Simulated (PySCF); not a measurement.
Match each property card to its molecule.

Structures:
1. `C=CB[AsH2]`
2. `[O]=[Ta-]([Cl])([Cl])([Cl])[Cl]`
3. `C1[P@H](C[C@H](C1)C(F)(F)F)=O`
4. `FB(F)[C@H]1CCC2(CC2)C1`

Card P (geometry PBE0-D3(BJ)/def2-SVP):
* Rotational constants A, B, C: 13.425, 2.167, 1.894 GHz
* Dipole moment (PBE0-D3(BJ)/def2-SVP): 1.47 D

Card Q (geometry PBE0-D3(BJ)/def2-SVP):
- Rotational constants A, B, C: 2.941, 0.692, 0.670 GHz
- Static isotropic polarisability (B3LYP/def2-SVPD): 91.0 au
- Vertical ionisation energy (ΔSCF B3LYP/def2-SVPD): 9.65 eV
- Isotropic shieldings of nuclei other than C and H, by class (GIAO B3LYP/pcSseg-1): 67 (1 B), 245 (2 F) ppm
- Dipole moment (B3LYP/def2-SVPD): 1.82 D

Card R (geometry PBE0-D3(BJ)/def2-SVP):
- Rotational constants A, B, C: 1.092, 1.091, 0.672 GHz
- Static isotropic polarisability (B3LYP/def2-SVPD): 113.2 au
- HOMO energy (B3LYP/def2-SVPD): -4.00 eV
- Point group: C4v
- Lowest triplet excitation (Tamm–Dancoff) (TDA B3LYP/def2-SVPD): 3.62 eV

Card S (geometry PBE0-D3(BJ)/def2-SVP):
* Rotational constants A, B, C: 2.449, 0.647, 0.592 GHz
* Static isotropic polarisability (B3LYP/def2-SVPD): 84.8 au
* 13C chemical shifts (computed TMS as zero) by class (GIAO KT2/pcSseg-1): 131.6 (1 C), 45.2 (1 C), 31.9 (1 C), 31.4 (1 C), 27.8 (1 C) ppm
* Dipole moment (B3LYP/def2-SVPD): 3.79 D
* Strongest line among the 10 lowest singlet transitions (TDDFT B3LYP/def2-SVPD): S8 at 7.64 eV (162 nm, f = 0.041)
* HOMO energy (B3LYP/def2-SVPD): -7.74 eV
* Isotropic shieldings of nuclei other than C and H, by class (GIAO KT2/pcSseg-1): 202 (1 O), 251 (3 F), 322 (1 P) ppm

All species are isolated and taken at one optimised geometry (atoms past krypton carry core potentials, spin–orbit coupling is left out); the electronic structure was computed with PySCF and density fitting. NMR classes are plain means over equivalent atoms (diastereotopic ones count apart unless rotation or inversion swaps them), as if these changed places fast.

Task: Which card belongs to which structure?

Result: P = 1, Q = 4, R = 2, S = 3. What ties each card to its structure:
- 1 (card P), C2H6AsB, monoisotopic mass 116.0 u, 4 heavy atoms: an asymmetric top with C = 1.894 GHz, the highest such constant on the cards; dipole 1.47 D.
- 2 (card R), [Cl4OTa]-, monoisotopic mass 336.8 u, 6 heavy atoms: point group C4v; a HOMO at -4.00 eV for the only species of charge -1; an oblate symmetric top (constants that symmetry makes equal differ by optimisation noise) with C = 0.672 GHz; polarisability 113.2 au for 150 electrons, the largest shown.
- 3 (card S), C5H8F3OP, monoisotopic mass 172.0 u, 10 heavy atoms: 5 C in 5 classes; the least shielded carbon (131.6 ppm) is a CF3 carbon; an asymmetric top with C = 0.592 GHz, the lowest such constant on the cards; polarisability 84.8 au for 88 electrons, the smallest shown; dipole 3.79 D.
- 4 (card Q), C7H11BF2, monoisotopic mass 144.1 u, 10 heavy atoms: an asymmetric top with C = 0.670 GHz; polarisability 91.0 au for 76 electrons; dipole 1.82 D.
